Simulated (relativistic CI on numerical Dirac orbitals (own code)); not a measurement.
**Crystal-field levels of Cu⁴⁺, 3d7**

Calculated by Dirac-Coulomb-Breit CI, separate exchange-only KLI orbitals for each configuration, model QED, one configuration in a parametric crystal field, unscaled Slater integrals (own radial code). With so little scaling, terms lie 10 to 35 % too far apart, which can change the order of excited levels.

Field parameters in Wybourne normalisation: Td as Oh with Dq negative (B⁴₀ = 21Dq, B⁴₄ = √(5/14) B⁴₀). The field is a parameter set, without covalency.

S is read from ⟨S²⟩ = S(S + 1).

Levels (cm⁻¹, degeneracy): 0 (4), 10726 (4), 10963 (2), 11421 (4), 11658 (2), 17877 (2), 18674 (4), 19727 (2), 19894 (4), 27915 (4), 28951 (2), 29692 (4).

Question: Which field gives this pattern?
A. Td, 10Dq = -11100 cm⁻¹
B. Td, 10Dq = -2200 cm⁻¹
C. Td, 10Dq = -16450 cm⁻¹
D. Td, 10Dq = -18200 cm⁻¹

Answer: A. Td, 10Dq = -11100 cm⁻¹, ground level with S = 1.50.
